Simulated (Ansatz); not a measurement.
Cost and result for the atomization energy of `[CH3][SnH2][SiH2]S` (12 atoms, 11 bonds).

```xyz
12

C    -1.014    1.782   -0.329
Sn   -0.803   -0.027    0.800
Si    1.484   -1.076    0.305
S     1.657   -1.488   -1.798
H    -0.307    2.528    0.031
H    -2.027    2.170   -0.226
H    -0.812    1.578   -1.381
H    -2.021   -1.136    0.322
H    -1.010    0.296    2.469
H     2.588   -0.114    0.563
H     1.737   -2.299    1.115
H     0.528   -2.214   -1.870
```

Charge 0, multiplicity 1. Correlated methods include outer-core shells of Sn, which these sets cover unevenly. Sn takes the def2 core potential. Geometry: relaxed with PBE0-D4/def2-TZVP. It is one conformer, not always the lowest. Program: Ansatz. All runs use 4 threads of an Arm Neoverse V2 on a shared host. Times are those of one run each, without the atoms' runs, and a repeat can differ threefold. Electronic energies, without spin–orbit coupling; frozen cores. CCSD(T)/CBS adds CCSD(T) − MP2 in def2-TZVPP to the MP2 limit, and its time is that of the two runs behind it. T1 = 0.012. With those shells the extrapolation isn't a true limit. B3LYP takes the VWN-RPA correlation (the form of Gaussian; ORCA's B3LYP/G).

CCSD(T)/CBS is a level of theory with its own doubt, some kJ/mol a heavy atom from the limit and from the frozen cores, so smaller differences don't rank the functionals.

| level | functions | wall time | atomization (kcal/mol) | difference from CCSD(T)/CBS | per bond |
| --- | --- | --- | --- | --- | --- |
| PBE-D4/def2-TZVPP (with forces) | 277 | 2.7 s | 860.0 | -6.3 | -0.6 |
| PBE0-D4/def2-TZVPP | 277 | 3.6 s | 855.6 | -10.7 | -1.0 |
| r2SCAN-D4/def2-TZVPP (with forces) | 277 | 5.5 s | 861.3 | -5.0 | -0.5 |
| B3LYP-D4/def2-TZVPP (with forces) | 277 | 6 s | 857.9 | -8.4 | -0.8 |
| B2PLYP/def2-TZVPP | 277 | 6 s | 845.7 | -20.6 | -1.9 |
| ωB97X-V/def2-TZVPP | 277 | 9 s | 868.6 | 2.3 | 0.2 |
| ωB97M-V/def2-TZVPP (with forces) | 277 | 13 s | 862.7 | -3.6 | -0.3 |
| MP2/def2-QZVPP | 519 | 23 s | 849.6 | -16.7 | -1.5 |
| CCSD(T)/def2-TZVPP | 277 | 4 min | 843.3 | -23.0 | -2.1 |
| CCSD(T)/CBS(def2) | – | 4.3 min | 866.3 | 0.0 | 0.0 |

From PBE to PBE0 (25 % exact exchange), in def2-TZVPP and without D4, the atomization energy moves by −3.5 kcal/mol: exact exchange takes away binding that semilocal exchange gives to molecules. In def2-TZVPP, CCSD(T) changes the Hartree–Fock value by +208.0 kcal/mol (the triples alone add +10.5 kcal/mol) and MP2 by +200.7 kcal/mol; breaking electron pairs costs correlation energy, which Hartree–Fock lacks. The D4 term adds +11.1 kcal/mol with B3LYP and +5.9 kcal/mol with PBE0; it sums over pairs of atoms, weighted by their polarisabilities, and B3LYP, whose exchange is more repulsive, gets the larger term.

Spin–orbit coupling would lower the free Sn atoms strongly, and the atomization energy with them, by more than many differences here. For some Ge, Se and Sn compounds the MP2-based and the directly extrapolated limit differ by 10 to 25 kJ/mol.
